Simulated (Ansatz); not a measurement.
A nudged elastic band was laid between two geometries of FH3Si + H5NSi (12 atoms, charge 0, multiplicity 1).

These are results of RKS CAM-B3LYP/def2-SVP in Ansatz 0.2.0, not measurements.

```json
{
  "movable images": "7",
  "climbing image": "yes",
  "spring": "5.0 eV/Å²",
  "optimiser": "quadratic models (default)",
  "start path": "through a guess of the saddle point",
  "force threshold": "0.05 eV/Å",
  "iteration limit": "60",
  "end points": "relaxed"
}
```

Initial state:

```xyz
12
Properties=species:S:1:pos:R:3
Si 0.230 0.112 -0.124
H 0.641 -0.205 1.264
F 1.623 0.314 -0.952
H -0.488 1.402 -0.243
H -0.465 -1.011 -0.798
N -2.123 -0.303 1.311
H -2.766 -0.638 0.596
Si -2.616 1.138 2.181
H -3.763 0.930 3.115
H -1.450 1.611 2.973
H -3.015 2.148 1.166
H -1.825 -1.096 1.876
```

Final state:

```xyz
12
Properties=species:S:1:pos:R:3
Si -0.621 0.522 -0.198
H 0.735 -2.223 2.025
F 0.480 -0.366 0.608
H -0.102 1.907 -0.226
H -0.737 -0.097 -1.539
N -2.154 0.510 0.574
H -2.738 -0.294 0.355
Si -2.784 1.578 1.806
H -2.915 0.900 3.127
H -1.829 2.711 1.928
H -4.130 2.087 1.422
H 0.779 -2.835 2.481
```

Problem. What changes between the two ends?

Solution. Bonds broken: Si1–H2, N6–H12. Bonds formed: Si1–N6, H2–H12. FH3Si + H5NSi becomes FH6NSi2 + H2.

Problem. Give the energies along the band, and the barrier.

Solution. It converged. The highest image is number 3 of 0 to 8, 2.02 eV above the first end and 2.38 eV above the last; the last end lies 0.36 eV below the first. Neighbouring images differ by up to 2.1 eV, so the band resolves the path poorly. A vibrational analysis at the climbing image gives one clearly imaginary mode, 1467i cm⁻¹: a first-order saddle point. The orbitals stay closed-shell, which can raise the energy where a bond breaks towards radicals; this wasn't checked here.

```csv
image,path coordinate (Å),energy (eV),Si1–H2 (Å),N6–H12 (Å),Si1–N6 (Å)
0,0.00,0.00,1.48,1.02,2.79
1,1.02,0.17,1.48,1.02,2.61
2,2.03,0.94,1.52,1.02,2.25
3,3.05,2.02,1.80,1.23,1.90
4,4.30,-0.05,2.80,2.27,1.73
5,5.55,-0.26,3.09,3.18,1.72
6,6.80,-0.32,3.30,3.71,1.72
7,8.06,-0.35,3.44,3.97,1.72
8,9.31,-0.36,3.78,4.84,1.72
```

Problem. What is the geometry of the highest image?

Solution. 
```xyz
12
Properties=species:S:1:pos:R:3
Si -0.378 0.059 -0.082
H 0.090 -1.069 1.234
F 0.831 0.997 0.472
H -0.985 1.065 -1.024
H -0.186 -1.116 -0.970
N -1.879 -0.092 1.075
H -2.672 -0.554 0.619
Si -2.369 1.232 2.169
H -3.395 0.698 3.102
H -1.149 1.651 2.896
H -2.938 2.361 1.392
H -0.989 -0.832 1.481
```

The band took 34 iterations and of the order of 17 core-minutes.

Time of the run: 4.6 min on 4 threads of Arm Neoverse V2, with other jobs on the host, peak memory 0.27 GiB.
